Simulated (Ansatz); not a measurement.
Counterpoise correction, worked out

The pair of HF (SMILES F, atoms 1–2) and AlF₃ (SMILES F[Al](F)F, atoms 3–6), both closed shells, in one local arrangement (a lower one may exist), relaxed at PBE0-D4/def2-TZVP:

```xyz
6
angstrom
F -0.0372 0.2911 -1.3642
H 0.4537 -0.4725 -1.6001
F 0.6783 1.4296 1.1109
Al -0.1197 0.0944 0.6009
F 0.7546 -1.3007 0.3900
F -1.7298 -0.0419 0.8626
```

Computed with Ansatz 0.2.0 (basis: def2-TZVPPD); correlated methods freeze the cores.

CCSD(T) total energies in eV:

| system | geometry | basis functions | energy |
| --- | --- | --- | --- |
| pair | pair | all | -17465.52255 |
| HF | as in the pair | all (partner as ghosts) | -2730.63215 |
| AlF₃ | as in the pair | all (partner as ghosts) | -14734.08207 |
| HF | as in the pair | its own | -2730.60322 |
| AlF₃ | as in the pair | its own | -14734.05291 |
| HF | free (PBE0-D4 minimum) | its own | -2730.61345 |
| AlF₃ | free (PBE0-D4 minimum) | its own | -14734.18181 |

Q: Work out the interaction energy with and without the counterpoise correction, the superposition error, and the binding energy from the relaxed fragments.

A: Without correction: -17465.52255 − (-2730.60322) − (-14734.05291) = -0.86642 eV.
With correction (each fragment in the whole basis): -17465.52255 − (-2730.63215) − (-14734.08207) = -0.80833 eV = -18.64 kcal/mol.
The superposition error is the difference, 0.05809 eV, 7 % of the uncorrected value: each fragment borrows its partner's functions.
Deformation from the free shapes: 0.01023 eV for HF and 0.12890 eV for AlF₃.
Binding energy from relaxed fragments: -0.80833 + 0.01023 + 0.12890 = -0.66920 eV = -15.43 kcal/mol (electronic, without zero-point energy; negative means bound). For comparison, the corrected interaction energy by CCSD(T) at an estimated basis limit (MP2 extrapolated from triple and quadruple zeta, plus CCSD(T) − MP2 in triple zeta) is -0.883 eV; triple zeta with the correction binds less.

T1 diagnostic: at most 0.014.

For scale, one of the runs: CCSD(T)/def2-TZVPPD, 225 basis functions, launched by `ansatz run in.yaml --threads 4 --pin off --events-out ev --progress --plain --max-ram 9574MiB`. The run took 56 s on 4 CPU threads of an Intel Xeon Platinum 8488C (shared host), with 3.9 GiB of host memory at its peak.
